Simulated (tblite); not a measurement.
C2H10NO2Si2 (doublet state).
Bonds: C1–N2, N2–C3, N2–Si4, Si4–O5, Si4–O6, O6–Si7. Hydrogens: H8, H9, H10 on C1; H11, H12, H13 on C3; H14 on O5; H15, H16, H17 on Si7.

A start from a force field or distance geometry was refined with GFN2-xTB geometry optimisation, gas phase (tblite 0.8.0). Values at the start:

```csv
coordinate,start
C1–N2,1.448 Å
C1–H8,1.106 Å
C1–H10,1.109 Å
N2–C3,1.427 Å
N2–Si4,1.772 Å
C3–H11,1.126 Å
C3–H12,1.123 Å
Si4–O5,1.707 Å
Si4–O6,1.706 Å
O5–H14,0.968 Å
O6–Si7,1.711 Å
Si7–H15,1.467 Å
C1–N2–C3,109.8°
C1–N2–Si4,106.0°
N2–Si4–O5,114.6°
N2–Si4–O6,110.7°
C3–N2–Si4,114.3°
Si4–O6–Si7,109.6°
O5–Si4–O6,113.2°
```

**Question.** How do these coordinates change at the GFN2-xTB level?

**Answer.** 
| coordinate | GFN2-xTB (Å or °) | change |
| --- | --- | --- |
| O6–Si7 | 1.615 | -0.096 |
| Si4–O5 | 1.623 | -0.084 |
| Si4–O6 | 1.629 | -0.077 |
| N2–Si4 | 1.736 | -0.036 |
| C3–H11 | 1.094 | -0.032 |
| C3–H12 | 1.096 | -0.027 |
| N2–C3 | 1.441 | +0.014 |
| C1–H8 | 1.094 | -0.012 |
| C1–H10 | 1.097 | -0.012 |
| C1–N2 | 1.439 | -0.009 |
| O5–H14 | 0.962 | -0.006 |
| Si7–H15 | 1.461 | -0.006 |
| Si4–O6–Si7 | 155.8 | +46.2 |
| C1–N2–Si4 | 121.5 | +15.5 |
| N2–Si4–O5 | 108.3 | -6.3 |
| C3–N2–Si4 | 119.5 | +5.2 |
| N2–Si4–O6 | 106.7 | -4.0 |
| C1–N2–C3 | 112.8 | +3.0 |
| O5–Si4–O6 | 111.4 | -1.8 |

The energy falls by 1.317 eV over 134 L-BFGS steps, the largest force on an atom goes from 2.00 to 0.010 eV/Å, and the atoms move by 0.870 Å rms after alignment. The bond that changes most is O6–Si7 (ends: oxygen bonded to 2 Si; silicon bonded to O and 3 H), which shortens by 0.096 Å. Bonds longer at the end by more than 0.005 Å: 1 of 16; shorter: 14. Among the dihedrals that turn most is O5–Si4–O6–Si7, from 106° to -70°. Rotational constants go from 2854, 1165, 889.4 to 2655, 1206, 908.1 MHz.

Time: 1.0 s wall. Hardware: one thread of an Arm Neoverse V1, no GPU, on a shared host.

GFN2-xTB frequencies show an imaginary mode (20i cm⁻¹), so the point is no minimum at that level. 3 starts were optimised and ended at 0.00, 0.05 and 5.09 kcal/mol (GFN2-xTB); the lowest of these is shown.

One conformer stands for the species.

These are computed values.
